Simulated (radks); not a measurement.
Values are calculated unless marked as measured or tabulated.
All-electron atom: Fe10+ in [Ne] 3s2 3p4 (the NIST ground configuration).

Level of theory: non-relativistic Kohn-Sham, LB94 model potential, spin-polarised, spherical densities, point nucleus; open shells are filled with parallel spins first (a radial shooting solver on a logarithmic mesh with Libxc functionals).

Energy parts (hartree):
| part | energy |
|---|---|
| kinetic | 1227.68855 |
| electron-nucleus | -2761.39215 |
| Hartree | 356.63108 |
(The LB94 potential has no energy functional, so no total or exchange-correlation energy is given.)

Orbitals (lengths in bohr, moments of r in powers of bohr; r(90%) holds 90 % of the orbital's charge):
orbital  occ.  eigenvalue (hartree)  r(90%)
1s down     1             -267.2393   0.105
1s up       1             -267.2314   0.105
2s up       1             -40.24194   0.413
2s down     1             -40.22831   0.414
2p up       3             -36.23577   0.382
2p down     3             -36.19943   0.383
3s up       1             -11.99176    1.07
3s down     1             -11.87684    1.07
3p up       3             -10.76421    1.09
3p down     1             -10.65893    1.09
3d up       0              -8.83588    1.09
3d down     0              -8.77259    1.08
4s up       0              -5.67552    2.10
4s down     0              -5.62337    2.11

The highest occupied level is 3p down at -290.04 eV. Summed over all electrons, <r^2> = 4.279 bohr^2, which gives a Langevin (diamagnetic) susceptibility term of -3.39 x 10^-6 cm^3/mol. The electron density at the nucleus is 1.196e+04 e/bohr^3. Spin moment in Bohr magnetons: 2. The spin density at the nucleus is -0.031 e/bohr^3 (1s -0.687, 2s 2.108, 3s -1.452), a Fermi contact field of -1.61 T. The density falls to 0.001 e/bohr^3 at r = 1.83 bohr. For comparison, the ionisation energy in NIST's Atomic Spectra Database is 290.9 eV (semi-empirical). In exact Kohn-Sham theory the highest level is minus the ionisation energy, but local and semilocal functionals leave it too shallow, through self-interaction and a potential that decays too fast; potentials with the right tail come closer.
